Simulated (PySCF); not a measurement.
Species: C5H4N4.
SMILES: `Cc1nc(cnn1)C#N`

Theory: TDDFT CAM-B3LYP/def2-SVPD, vertical, gas phase, core orbitals frozen in the response in PySCF. Isolated species at its GFN2-xTB geometry, gas phase. GFN2-xTB frequencies show an imaginary mode (22i cm⁻¹), so this geometry is no minimum at that level.

Computed singlets:

```json
{"state": "S1", "E (eV)": "2.87", "f": "0.0032"}
{"state": "S2", "E (eV)": "3.91", "f": "0.0003"}
{"state": "S3", "E (eV)": "5.26", "f": "0.148"}
{"state": "S4", "E (eV)": "5.29", "f": "0.012"}
{"state": "S5", "E (eV)": "5.66", "f": "0.0000"}
{"state": "S6", "E (eV)": "6.27", "f": "0.075"}
{"state": "S7", "E (eV)": "6.37", "f": "0.0007"}
{"state": "S8", "E (eV)": "6.46", "f": "0.0038"}
```

Task: How much of the mean static polarisability do these states give, one by one?

Result: Each state adds f / ΔE² (ΔE in hartree, 27.2114 eV).

```json
{"state": "S1", "f/ΔE² (au)": "0.29", "running sum (au)": "0.29", "running share of α (%)": "0.4"}
{"state": "S2", "f/ΔE² (au)": "0.01", "running sum (au)": "0.30", "running share of α (%)": "0.4"}
{"state": "S3", "f/ΔE² (au)": "3.96", "running sum (au)": "4.26", "running share of α (%)": "5.2"}
{"state": "S4", "f/ΔE² (au)": "0.32", "running sum (au)": "4.58", "running share of α (%)": "5.6"}
{"state": "S5", "f/ΔE² (au)": "0.00", "running sum (au)": "4.58", "running share of α (%)": "5.6"}
{"state": "S6", "f/ΔE² (au)": "1.41", "running sum (au)": "5.98", "running share of α (%)": "7.4"}
{"state": "S7", "f/ΔE² (au)": "0.01", "running sum (au)": "6.00", "running share of α (%)": "7.4"}
{"state": "S8", "f/ΔE² (au)": "0.07", "running sum (au)": "6.06", "running share of α (%)": "7.5"}
```

The full response gives 81.30 au (12.05 Å³), so 75.2 au comes from the higher roots of the same equations.

Task: By how much does the contribution of these states grow at 1064 nm?

Result: With ω = 0.0428 hartree each state's term in the mean polarisability goes from f / ΔE² to f / (ΔE² − ω²); the sum over all 8 states goes from 6.06 to 6.39 au, a rise of 0.33 au.

The largest single term belongs to S3, which also has the largest f.
